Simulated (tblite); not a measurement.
Here is a computed GFN2-xTB geometry (Å):
```
atom  x, y, z in Å
C1    -2.569   -0.312    0.379
O2    -1.235   -0.655    0.108
Si3   -0.135    0.110   -0.801
C4     0.153    1.898   -0.172
Cl5   -1.282    2.884   -0.583
C6     1.381   -1.025   -0.617
C7     1.926   -1.153    0.791
Cl8    2.629    0.389    1.342
H9    -2.640    0.704    0.770
H10   -2.951   -1.017    1.117
H11   -3.168   -0.377   -0.531
H12   -0.525    0.216   -2.211
H13    1.005    2.395   -0.628
H14    0.261    1.958    0.909
H15    1.102   -2.025   -0.949
H16    2.173   -0.684   -1.281
H17    2.730   -1.888    0.849
H18    1.138   -1.412    1.497
```

Neutral, closed shell.

(1) Read off the bonds between heavy atoms and their formal orders.

(2) Write the SMILES.

(3) What is the point group of this geometry?

(4) Classify the heavy atoms.

(5) What is the arrangement about C7?

(6) What is the arrangement about Si3?

Results:

(1) C1–O2 1.40 Å (single); O2–Si3 1.62 Å (single); Si3–C4 1.92 Å (single); C4–Cl5 1.79 Å (single); Si3–C6 1.90 Å (single); C6–C7 1.51 Å (single); C7–Cl8 1.78 Å (single). Bonds to hydrogen (Å): C1–H9 1.09; C1–H10 1.09; C1–H11 1.09; Si3–H12 1.47; C4–H13 1.09; C4–H14 1.09; C6–H15 1.09; C6–H16 1.09; C7–H17 1.09; C7–H18 1.09.

(2) `CO[Si@@H](CCl)CCCl`, C4H10Cl2OSi. Among its features: C–Cl bond, Si–H bond and C–Si bond.

(3) C1 (no symmetry element, even within 0.4 Å).

(4) C1: methoxy carbon; O2: silyl ether oxygen; Si3: oxygen-bound silicon; C4: sp3 C–Cl carbon; Cl5: alkyl chlorine; C6: sp3 carbon bound to silicon; C7: sp3 C–Cl carbon; Cl8: alkyl chlorine.

(5) It has 4 neighbours (C6, Cl8, H17, H18) and is tetrahedral (angles from 106.0° to 111.8°).

(6) It has 4 neighbours (O2, C4, C6, H12) and is distorted tetrahedral (angles from 101.8° to 113.9°).
